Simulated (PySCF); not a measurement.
Molecule: `FB(F)C#CCC(F)(F)F`, C$_{4}$H$_{2}$BF$_{5}$.

Cartesian coordinates in Å; atom numbers follow the order of the lines, from 1:
```xyz
12

F     3.457    1.055   -1.674
B     2.279    1.469   -1.260
F     2.032    2.744   -1.454
C     1.281    0.534   -0.607
C     0.502   -0.230   -0.095
C    -0.453   -1.125    0.518
C    -1.766   -0.410    0.819
F    -2.645   -1.249    1.391
F    -1.611    0.615    1.663
F    -2.353    0.069   -0.282
H    -0.668   -1.961   -0.152
H    -0.054   -1.512    1.460
```

Frames of a GFN2-xTB Langevin trajectory at 300 K; GIAO PBE0/pcSseg-1 shieldings in PySCF 2.14, gas phase, non-relativistic; equivalent atoms averaged within each frame.

Chemical shifts δ = σref − σ; CFCl3 for 19F (σref 170.95); 11B (σref 100.07) against BF3·OEt2; 13C (σref 186.93) and 1H (σref 31.72) vs TMS, all at this level. The references are static minima.

**Question.** How do the shifts (ppm) fluctuate along the trajectory?

**Answer.** 
```
         time (fs)  F1/F3  F8/F9/F10    B2     C7     C5    C4    C6  H11/H12
optimised geometry  -71.6      -79.4  15.3  133.3  104.1  86.3  30.1     3.18
               250  -60.8      -74.4  17.5  133.3  106.9  85.6  36.2     3.89
               425  -60.9      -65.4  18.1  136.4  106.3  81.1  35.3     3.94
               625  -63.9      -78.1  17.4  133.9  105.7  91.9  34.7     3.09
               800  -73.2      -81.1  14.1  130.3  101.9  85.9  28.4     2.57
              1000  -74.6      -86.1  14.6  128.7  112.3  87.9  31.2     3.49
    mean of frames  -66.7      -77.0  16.3  132.5  106.6  86.5  33.2     3.39
standard deviation    6.7        7.8   1.8    3.0    3.7   3.9   3.3     0.57
```

5 frames give an uncertainty of the mean of about the standard deviation over 2.2 at best, since frames this close in time may not be independent; classical motion lacks zero-point vibration, and the reference would need the same averaging.
